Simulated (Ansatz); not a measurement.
The molecule CuF, closed-shell singlet (the spin of the measured ground state). No spin–orbit coupling. Cu is treated without relativity.

Constants: fifth-degree fit in 1/R to seven points, most abundant isotopes. Runs in def2 and cc sets follow the lowest solution found near the PBE0 minimum. The singlet is held restricted.

Codes used: Ansatz (a first-principles code) with Gaussian orbitals. 

Energies at PBE0/def2-TZVPP:

```
R (Å)        E (hartree)
--------  --------------
1.640066  -1740.05812897
1.684154  -1740.06239978
1.724714  -1740.06442530
1.770566  -1740.06498383
1.816417  -1740.06410317
1.869322  -1740.06172589
1.931045  -1740.05760499
```

With a reduced mass of 14.5928 u, find the minimum, the force constant and the constants.

A fifth-degree polynomial in 1/R puts the minimum at r_e = 1.7636 Å with force constant 309 N/m. Then ω_e = (1/2πc)√(k/μ) = 599 cm⁻¹ and B_e = h/(8π²cμr_e²) = 0.3714 cm⁻¹; the cubic and quartic terms give α_e = 0.0032 and ω_e x_e = 3.4 cm⁻¹.
